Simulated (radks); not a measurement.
Values are calculated unless marked as measured or tabulated.
Gd IV, configuration [Xe] 4f6 5d1 (not the ground configuration). Code: a radial shooting solver on a logarithmic mesh with Libxc functionals. Model: scalar-relativistic Kohn-Sham, PBEsol, spin-polarised, spherical densities, finite nucleus; open shells are filled with parallel spins first (spin-orbit coupling, left out, can overturn this in heavy ions); Fermi nuclear charge, rms radius 5.1569 fm. Some entries of the table are withheld. Estimate them.

| orbital | occ. | eigenvalue (hartree) | <1/r> (bohr^-1) | <r^2> (bohr^2) |
|---|---|---|---|---|
| 1s down | 1 | -1841.384 | 71.62 | 0.0006553 |
| 1s up | 1 | -1841.384 | 71.62 | 0.0006553 |
| 2s up | 1 | -305.0769 | 16.61 | 0.01028 |
| 2s down | 1 | -305.0728 | 16.61 | 0.01028 |
| 2p up | 3 | -271.6818 | 15.51 | 0.008286 |
| 2p down | 3 | -271.6787 | 15.52 | 0.008285 |
| 3s up | 1 | -68.64482 | 6.093 | 0.06837 |
| 3s down | 1 | -68.55291 | 6.099 | 0.06825 |
| 3p up | 3 | -58.29684 | 5.728 | 0.06854 |
| 3p down | 3 | -58.20538 | 5.735 | 0.06840 |
| 3d up | 5 | -44.60776 | 5.436 | 0.05760 |
| 3d down | 5 | -44.53654 | 5.442 | 0.05744 |
| 4s up | 1 | -14.87779 | 2.576 | 0.3439 |
| 4s down | 1 | -14.67105 | 2.575 | 0.3440 |
| 4p up | 3 | -11.45767 | 2.370 | 0.3875 |
| 4p down | 3 | -11.25310 | 2.368 | 0.3879 |
| 4d up | 5 | -6.72278 | 2.094 | 0.4633 |
| 4d down | 5 | -6.52101 | 2.090 | 0.4652 |
| 5s up | 1 | -2.93736 | 1.026 | 1.885 |
| 5s down | 1 | -2.82298 | 1.012 | 1.927 |
| 5p up | 3 | -2.06268 | 0.8819 | 2.490 |
| 5p down | 3 | -1.96862 | 0.8668 | 2.560 |
| 4f up | 6 | -1.57158 | (1) | 0.8088 |
| 4f down | 0 | -1.38466 | (2) | 0.8634 |
| 5d up | 1 | (3) | (4) | 4.788 |
| 5d down | 0 | (5) | (6) | 5.028 |

Answer. 
(1) 4f up <1/r> (bohr^-1): 1.593
(2) 4f down <1/r> (bohr^-1): 1.568
(3) 5d up eigenvalue (hartree): -1.00022
(4) 5d up <1/r> (bohr^-1): 0.6275
(5) 5d down eigenvalue (hartree): -0.93768
(6) 5d down <1/r> (bohr^-1): 0.6107
